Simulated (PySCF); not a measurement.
Species: C6H8F4.
SMILES with atom numbers: `[CH3:1][C@:2]1([F:3])[CH2:4][C@H:5]([C:6]([F:7])([F:8])[F:9])[CH2:10]1` (hydrogens: H11, H12, H13 on C1; H14, H15 on C4; H16 on C5; H17, H18 on C10)

Computed by this run: PySCF, PBE0-D3(BJ)/def2-SVP geometry optimisation, gas phase; density fitting, grid level 1; the optimiser is geomeTRIC in internal coordinates, started from a GFN2-xTB structure with every atom displaced at random (about 0.01 Å).

Step 0: E = -17189.8083 eV
```
atom  x, y, z in Å  |  force x, y, z in eV/Å
C1      1.9656    0.2272    0.7592   -2.125   0.675   0.136
C2      1.0019   -0.6486   -0.0181    0.482   0.024   0.340
F3      1.6751   -1.7888   -0.3883    0.130  -0.326  -0.064
C4      0.3020   -0.0165   -1.2232   -1.472  -0.485   0.843
C5     -1.0833   -0.2794   -0.5254    1.157   1.474   1.103
C6     -1.8057    0.9935   -0.1007    0.466  -0.024  -0.043
F7     -2.2348    1.6855   -1.1572    0.070   0.055  -0.137
F8     -2.8591    0.7352    0.6589   -0.403  -0.296   0.228
F9     -1.0256    1.8294    0.6287    0.030  -0.334  -0.374
C10    -0.3463   -0.9848    0.6505    0.076   1.005  -0.779
H11     2.2944   -0.2706    1.6560    0.407  -0.432   0.547
H12     1.4373    1.1611    1.0652    0.203  -0.435  -0.093
H13     2.7728    0.5249    0.1361    1.218   0.181  -0.721
H14     0.4898    1.0308   -1.3876    0.334   0.689  -0.277
H15     0.3944   -0.5953   -2.1330    0.295  -0.215  -0.425
H16    -1.7877   -0.8738   -1.0613   -0.723  -0.677  -0.640
H17    -0.5343   -2.0391    0.6883   -0.082  -0.932   0.070
H18    -0.5029   -0.5340    1.6304   -0.063   0.054   0.285
```

Step 1: E = -17189.9471 eV
```
atom  x, y, z in Å  |  force x, y, z in eV/Å
C1      1.8864    0.2912    0.7503    0.297   0.137   0.013
C2      1.0012   -0.6407   -0.0290    0.038  -0.159   0.013
F3      1.7280   -1.7707   -0.3627   -0.047   0.128   0.022
C4      0.2551   -0.0556   -1.2429    0.050   0.052  -0.054
C5     -1.0898   -0.2587   -0.5097   -0.046  -0.383  -0.302
C6     -1.7524    1.0100   -0.0564   -0.083  -0.079   0.012
F7     -2.1156    1.7797   -1.0841   -0.052  -0.013  -0.023
F8     -2.8460    0.7571    0.6745    0.150   0.078  -0.094
F9     -0.9235    1.7430    0.7079   -0.162   0.092   0.005
C10    -0.3482   -1.0041    0.6172   -0.057  -0.177   0.154
H11     2.1966   -0.1801    1.6961    0.052  -0.043  -0.067
H12     1.3531    1.2164    0.9981   -0.045   0.016  -0.019
H13     2.7908    0.5582    0.1688   -0.204  -0.129   0.097
H14     0.4977    0.9830   -1.5107    0.058  -0.029  -0.039
H15     0.3824   -0.7001   -2.1276   -0.104   0.084   0.126
H16    -1.8296   -0.8653   -1.0693    0.106   0.283   0.209
H17    -0.5116   -2.0943    0.6289   -0.002   0.170  -0.105
H18    -0.5209   -0.6124    1.6289    0.050  -0.028   0.051
```

Step 2: E = -17189.9669 eV
```
atom  x, y, z in Å  |  force x, y, z in eV/Å
C1      1.9301    0.2669    0.7567    0.019   0.044   0.015
C2      1.0103   -0.6378   -0.0182   -0.055  -0.036  -0.015
F3      1.7172   -1.7697   -0.3757   -0.011   0.001   0.010
C4      0.2605   -0.0317   -1.2221    0.001  -0.011   0.018
C5     -1.0863   -0.2478   -0.4970    0.144   0.069   0.062
C6     -1.7941    1.0127   -0.0788   -0.084   0.031   0.103
F7     -2.1761    1.7363   -1.1333    0.018  -0.013  -0.129
F8     -2.8897    0.7405    0.6361   -0.013  -0.060   0.020
F9     -1.0266    1.8118    0.6819    0.084  -0.096  -0.051
C10    -0.3409   -0.9929    0.6346   -0.054   0.020   0.009
H11     2.2597   -0.2309    1.6814    0.015  -0.016  -0.023
H12     1.4209    1.2004    1.0277   -0.041   0.022   0.003
H13     2.8180    0.5113    0.1531   -0.031  -0.015   0.005
H14     0.5136    1.0041   -1.4903    0.005  -0.006   0.006
H15     0.3705   -0.6719   -2.1064    0.000   0.013  -0.017
H16    -1.8202   -0.8509   -1.0504    0.004   0.029   0.018
H17    -0.5111   -2.0773    0.6242   -0.008   0.010  -0.032
H18    -0.5021   -0.6164    1.6549    0.007   0.013  -0.003
```

**Question.** Estimate the geometry and energy of step 3. (The exact step hangs on the optimiser's Hessian estimate; all steps are aligned on step 2, rigid shifts and turns removed.)

**Answer.** E = -17189.9697 eV, largest force 0.082 eV/Å
```
atom  x, y, z in Å  |  force x, y, z in eV/Å
C1      1.9261    0.2685    0.7581   -0.032   0.030   0.020
C2      1.0075   -0.6381   -0.0163   -0.012  -0.029  -0.010
F3      1.7143   -1.7686   -0.3765    0.007  -0.013   0.019
C4      0.2606   -0.0286   -1.2189    0.001  -0.024   0.000
C5     -1.0833   -0.2464   -0.4934    0.063   0.033   0.041
C6     -1.7912    1.0111   -0.0800    0.023  -0.057   0.025
F7     -2.1723    1.7227   -1.1449   -0.026   0.026   0.011
F8     -2.8827    0.7388    0.6415    0.014   0.050  -0.014
F9     -1.0110    1.8072    0.6694   -0.031   0.017  -0.017
C10    -0.3427   -0.9934    0.6370   -0.029   0.023   0.001
H11     2.2652   -0.2336    1.6766    0.008  -0.004  -0.003
H12     1.4108    1.1987    1.0337    0.001  -0.017   0.002
H13     2.8071    0.5161    0.1486    0.016   0.018  -0.014
H14     0.5157    1.0074   -1.4839   -0.001  -0.001   0.011
H15     0.3676   -0.6647   -2.1059    0.014  -0.003  -0.023
H16    -1.8195   -0.8451   -1.0447   -0.014  -0.036  -0.032
H17    -0.5166   -2.0763    0.6195    0.000  -0.016  -0.010
H18    -0.5019   -0.6191    1.6585   -0.001   0.004  -0.009
```

The energy changes by -0.0029 eV. The first-order estimate −F·Δx gives -0.0064 eV and the mean of the old and new forces, exact on a quadratic surface, -0.0028 eV. The step makes an angle of 61° with the force vector and moves no atom by more than 0.021 Å.

What follows is the cost of the whole optimisation. The run took 5.4 min on one thread, Arm Neoverse N1 (aarch64), no GPU, on a shared host, and the process peaked at 0.85 GiB of memory.
